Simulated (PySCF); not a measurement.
**Molecular orbitals of InBi**

PBE0 at R = 3.035 Å; PySCF, scalar-relativistic core potentials, basis sets In def2-SVP with ECP28, Bi def2-SVP with ECP60. State: ³Σ⁻ (triplet), unpaired electrons π ↑↑. Only the outer orbitals are listed, counted within each symmetry, core potentials removing the inner ones.

```
spin  orbital  occ.  ε (eV)  on In (%)            main shells (%)
   α       7σ     1  -15.86          4                    96 Bi s
   α       8σ     1   -9.44         85           85 In s, 12 Bi p
   α       5π     1   -5.76          7                    92 Bi p
   α       5π     1   -5.76          7                    92 Bi p
   α       9σ     1   -5.17         38  61 Bi p, 27 In p, 10 In s
   α       6π     0   -1.73         92                    92 In p
   α       6π     0   -1.73         92                    92 In p
   α      10σ     0    0.01         81           80 In p, 23 Bi p
   β       7σ     1  -14.35          6                    94 Bi s
   β       8σ     1   -9.27         87            87 In s, 9 Bi p
   β       9σ     1   -4.74         44           56 Bi p, 36 In p
   β       5π     0   -2.81         36           64 Bi p, 36 In p
   β       5π     0   -2.81         36           64 Bi p, 36 In p
   β       6π     0   -1.23         64           64 In p, 35 Bi p
```

Which are the highest filled and the lowest empty level, where do they sit, and how wide is the gap?

Highest filled β 9σ at -4.74 eV (in %: 56 Bi p, 36 In p); lowest empty β 5π at -2.81 eV (in %: 64 Bi p, 36 In p); the gap at PBE0 is 1.93 eV.

```json
{"bond order (Mayer)": "1.12", "⟨S²⟩": "2.009", "charge on In (Mulliken, basis-dependent)": "0.21", "charge on In (Löwdin, basis-dependent)": "0.09", "dipole moment (positive dipole means In(−)Bi(+))": "-1.65 D", "polarisability along the bond": "173.8 bohr³", "polarisability across the bond": "59.5 bohr³"}
```

These are scalar-relativistic numbers at best; spin–orbit coupling would shift them, the dissociation energy most. The state was picked by a PBE0 search and need not be the measured ground state.
